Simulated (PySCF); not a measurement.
PySCF input for Sn(F)3(SiH3) (F₃H₃SiSn), SMILES [F][Sn]([SiH3])([F])[F], PBE-D3(BJ)/def2-SVP. Geometry: PBE-D3(BJ)/def2-SVP. The def2 effective core potentials stand for the cores of Sn; spin–orbit coupling is left out.

```python
import numpy as np
from pyscf import gto, scf, dft, df
from pyscf.hessian import thermo

mol = gto.M(
    atom='''
    F     1.53332714   -0.88526684   -1.06253240
    Sn   -0.00000000    0.00000000   -0.24737096
    F     0.00000001    1.77053366   -1.06253241
    F    -1.53332714   -0.88526683   -1.06253242
    Si   -0.00000000    0.00000000    2.33910841
    H     1.24248144    0.71734699    2.76980173
    H    -0.00000000   -1.43469399    2.76980173
    H    -1.24248144    0.71734701    2.76980173
    ''',
    basis='def2-SVP',
    ecp={'Sn': 'def2-svp'},
    charge=0,
    spin=0,
    max_memory=1600,
    verbose=3,
)
mf = dft.RKS(mol, xc='pbe').density_fit(auxbasis='def2-universal-jkfit')
mf.disp = 'd3bj'
mf.grids.level = 3
mf.conv_tol = 1e-11
mf.max_cycle = 100
mf.kernel()

# [left out here: the lines that compute and print the analytic Hessian (its translational invariance restored by hand, since the grid's response is missing), thermochemistry and intensities]
```

Log of the run:

```
converged SCF energy = -804.438847968277

WARN: DFTD3 does not support analytical Hessian, using finite difference


WARN: Mole.unit (angstrom) is changed to Bohr

Mode                                 0                   1                   2
Irrep
Freq [cm^-1]                       43.5156             78.3669             78.3717
Reduced mass [au]                   1.0412              9.0732              9.0732
Force const [Dyne/A]                0.0012              0.0328              0.0328
Char temp [K]                      62.6093            112.7526            112.7594
Normal mode                   x     y     z       x     y     z       x     y     z
       0   F                 0.01  0.02 -0.00    0.01 -0.01  0.07   -0.03  0.01 -0.12
       1  Sn                 0.00 -0.00 -0.00   -0.00  0.03 -0.00    0.03  0.00 -0.00
       2   F                -0.02  0.00  0.00    0.00 -0.03 -0.14   -0.01 -0.00 -0.00
       3   F                 0.01 -0.02  0.00   -0.01 -0.01  0.07   -0.03 -0.01  0.12
       4  Si                -0.00  0.00  0.00    0.00 -0.09 -0.00   -0.09 -0.00 -0.00
       5   H                 0.28 -0.49  0.00    0.00 -0.13  0.06   -0.13  0.00  0.11
       6   H                -0.57  0.00  0.00    0.00 -0.13 -0.12   -0.13 -0.00 -0.00
       7   H                 0.28  0.49 -0.00   -0.00 -0.13  0.06   -0.13 -0.00 -0.11
Mode                                 3                   4                   5
Irrep
Freq [cm^-1]                      160.4242            160.4713            181.7671
Reduced mass [au]                  19.3069             19.3078             19.3612
Force const [Dyne/A]                0.2928              0.2929              0.3769
Char temp [K]                     230.8147            230.8824            261.5224
Normal mode                   x     y     z       x     y     z       x     y     z
       0   F                 0.00  0.09 -0.03    0.09  0.11  0.02   -0.05  0.03 -0.10
       1  Sn                -0.03 -0.00  0.00    0.00 -0.03  0.00    0.00  0.00  0.03
       2   F                 0.17 -0.00 -0.00   -0.00 -0.05 -0.04   -0.00 -0.06 -0.10
       3   F                 0.00 -0.09  0.03   -0.09  0.11  0.02    0.05  0.03 -0.10
       4  Si                 0.01  0.00  0.00   -0.00  0.01  0.00   -0.00 -0.00  0.06
       5   H                 0.02  0.00 -0.04    0.00  0.02 -0.02    0.00  0.00  0.05
       6   H                 0.02  0.00  0.00   -0.00  0.02  0.04   -0.00 -0.00  0.05
       7   H                 0.02 -0.00  0.04   -0.00  0.02 -0.02   -0.00  0.00  0.05
Mode                                 6                   7                   8
Irrep
Freq [cm^-1]                      292.0281            479.8511            479.8547
Reduced mass [au]                   9.8089              1.1149              1.1149
Force const [Dyne/A]                0.4929              0.1512              0.1513
Char temp [K]                     420.1634            690.3988            690.4041
Normal mode                   x     y     z       x     y     z       x     y     z
       0   F                 0.02 -0.01  0.00    0.00  0.00 -0.01    0.00 -0.00 -0.01
       1  Sn                -0.00 -0.00 -0.04   -0.00 -0.01  0.00    0.01 -0.00  0.00
       2   F                 0.00  0.03  0.00    0.00 -0.01  0.01   -0.01 -0.00  0.00
       3   F                -0.02 -0.01  0.00   -0.01  0.00 -0.01    0.00  0.00  0.01
       4  Si                 0.00  0.00  0.16    0.00  0.06 -0.00   -0.06  0.00 -0.00
       5   H                 0.00  0.00  0.16    0.03 -0.23  0.36    0.19 -0.04 -0.61
       6   H                 0.00 -0.00  0.16   -0.00 -0.17 -0.71    0.25 -0.00 -0.01
       7   H                -0.00  0.00  0.16   -0.04 -0.23  0.35    0.19  0.03  0.62
Mode                                 9                  10                  11
Irrep
Freq [cm^-1]                      605.7243            623.3066            623.3088
Reduced mass [au]                  16.4259             21.8998             21.8998
Force const [Dyne/A]                3.5508              5.0130              5.0130
Char temp [K]                     871.5024            896.7994            896.8025
Normal mode                   x     y     z       x     y     z       x     y     z
       0   F                -0.10  0.06  0.05    0.12 -0.07 -0.06    0.07 -0.04 -0.04
       1  Sn                 0.00  0.00 -0.03   -0.04 -0.00 -0.00   -0.00  0.04  0.00
       2   F                -0.00 -0.11  0.05    0.00  0.00 -0.00    0.00 -0.15  0.07
       3   F                 0.10  0.06  0.05    0.12  0.07  0.06   -0.07 -0.04 -0.04
       4  Si                -0.00 -0.00  0.00    0.00  0.00  0.00    0.00 -0.00 -0.00
       5   H                -0.01 -0.01  0.06   -0.01  0.00  0.01   -0.00  0.01 -0.00
       6   H                -0.00  0.02  0.06   -0.01 -0.00 -0.00   -0.00  0.00  0.01
       7   H                 0.01 -0.01  0.06   -0.01 -0.00 -0.01    0.00  0.01 -0.00
Mode                                12                  13                  14
Irrep
Freq [cm^-1]                      795.7660            888.7043            888.7108
Reduced mass [au]                   1.1165              1.0357              1.0357
Force const [Dyne/A]                0.4166              0.4820              0.4820
Char temp [K]                    1144.9301           1278.6476           1278.6570
Normal mode                   x     y     z       x     y     z       x     y     z
       0   F                 0.01 -0.01 -0.01    0.00 -0.00 -0.00   -0.00  0.00  0.00
       1  Sn                 0.00  0.00  0.00   -0.00 -0.00 -0.00    0.00 -0.00 -0.00
       2   F                 0.00  0.01 -0.01    0.00  0.00 -0.00   -0.00  0.00 -0.00
       3   F                -0.01 -0.01 -0.01    0.00  0.00  0.00    0.00  0.00  0.00
       4  Si                -0.00  0.00 -0.06   -0.03 -0.00 -0.00    0.00 -0.03 -0.00
       5   H                -0.14 -0.08  0.52    0.11 -0.37  0.24   -0.37  0.53  0.14
       6   H                -0.00  0.16  0.52    0.74 -0.00 -0.00   -0.00 -0.10 -0.28
       7   H                 0.14 -0.08  0.52    0.11  0.37 -0.24    0.37  0.53  0.14
Mode                                15                  16                  17
Irrep
Freq [cm^-1]                     2182.8577           2215.1333           2215.1370
Reduced mass [au]                   1.0156              1.0538              1.0538
Force const [Dyne/A]                2.8512              3.0464              3.0464
Char temp [K]                    3140.6463           3187.0837           3187.0889
Normal mode                   x     y     z       x     y     z       x     y     z
       0   F                 0.00 -0.00 -0.00   -0.00  0.00  0.00    0.00 -0.00 -0.00
       1  Sn                 0.00  0.00  0.00    0.00  0.00 -0.00   -0.00  0.00  0.00
       2   F                -0.00  0.00 -0.00   -0.00 -0.00  0.00    0.00 -0.00  0.00
       3   F                -0.00 -0.00 -0.00   -0.00 -0.00 -0.00   -0.00 -0.00 -0.00
       4  Si                 0.00 -0.00 -0.02    0.04  0.00  0.00   -0.00  0.04 -0.00
       5   H                 0.48  0.28  0.15   -0.57 -0.33 -0.20   -0.33 -0.18 -0.12
       6   H                 0.00 -0.55  0.15    0.01 -0.00  0.00   -0.00 -0.76  0.23
       7   H                -0.48  0.28  0.15   -0.57  0.33  0.20    0.34 -0.18 -0.12
temperature 298.1500 [K]
pressure 101325.00 [Pa]
Rotational constants [GHz] 2.73337 1.48770 1.48770
Symmetry number 3
Zero-point energy (ZPE) 0.02960 [Eh]   77717.190 [J/mol]
                           tot       elec      trans        rot        vib
Entropy [J/mol/K]       389.405      0.000    175.243    109.545    104.617
Cv [J/mol/K]            110.808      0.000     12.472     12.472     85.864
Cp [J/mol/K]            119.122      0.000     20.786     12.472     85.864
Internal energy [J/mol]                      3718.434   3718.434  92937.141
Internal energy [Eh]   -804.40062  -804.43885
Enthalpy [J/mol]                             6197.391   3718.434  92937.141
Enthalpy [Eh]          -804.39967
Gibbs free energy [J/mol]                  -46051.202 -28942.356  61745.505
Gibbs free energy [Eh] -804.44389
mode   freq/cm-1   IR/(km/mol)
   1       43.52         0.000
   2       78.37         1.897
   3       78.37         1.897
   4      160.42        11.016
   5      160.47        11.016
   6      181.77        49.633
   7      292.03         1.367
   8      479.85         2.147
   9      479.85         2.148
  10      605.72        80.918
  11      623.31        53.548
  12      623.31        53.555
  13      795.77       200.843
  14      888.70        35.453
  15      888.71        35.453
  16     2182.86        19.579
  17     2215.13        34.627
  18     2215.14        34.630
max |gradient| / (hartree/bohr): 0.00014826532803847805
APT charges: [-0.5827  1.6259 -0.5827 -0.5827  0.6744 -0.1841 -0.1841 -0.1841]
```

The calculation finished and met its thresholds.
